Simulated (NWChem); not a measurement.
# C$_{3}$H$_{4}$O; SMILES C1=COC1

```xyz
8

C     -0.5037    -0.9320     0.0000
C      0.7973    -0.5538     0.0000
O      0.6293     0.8217     0.0000
C     -0.8200     0.5458     0.0000
H     -1.0763    -1.8634     0.0000
H      1.8068    -0.9932     0.0000
H     -1.2921     0.9712    -0.9107
H     -1.2921     0.9712     0.9107
```
Atoms are numbered in this order, from 1.

All runs: NWChem. Pople sets run with spherical d functions. Coordinates come from a PBE-D3(BJ)/def2-SVP optimisation. Level: PBE0/6-31G* with COSMO at NWChem's default radii, gas-phase geometry; rows give the dielectric constant.

| dielectric constant | electrostatic solvation energy (kcal/mol) | dipole in solution (D) |
|---|---|---|
| 2.4 | -2.2 | 1.52 |
| 3.9 | ___ | ___ |
| 11.7 | -3.6 | 1.66 |
| 20.7 | -3.8 | 1.68 |
| 46.7 | -3.9 | 1.70 |

### Question
Fill in the missing entries.

### Answer

- 3.9, electrostatic solvation energy (kcal/mol): -2.9
- 3.9, dipole in solution (D): 1.58
